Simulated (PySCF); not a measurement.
GaH2O2, SMILES [OH][Ga][OH], multiplicity 2. The structure is a stationary point at PBE-D3(BJ)/def2-TZVP. The values are those of a single conformer.

These are PBE-D3(BJ)/def2-TZVP (PySCF 2.14.0) values and carry that method's errors.

Harmonic wavenumbers (cm⁻¹): 172, 267, 322, 590, 628, 765, 825, 3724, 3725. Rotational constants (GHz): 22.55, 5.965, 4.717; symmetry number 2.

Task: Work out the zero-point energy and the ideal-gas rigid-rotor harmonic-oscillator thermochemistry at 298.15 K and 1 atm.

Result: ZPE = ½ Σ hcν = ½ × 11018 cm⁻¹ = 15.75 kcal/mol. H − E(el) = 19.33 kcal/mol. Entropy in cal/(mol K): translation 39.83, rotation 22.36, vibration 6.63, spin 1.38, total 70.20. G − E(el) = -1.59 kcal/mol. Cp = 16.54 cal/(mol K).
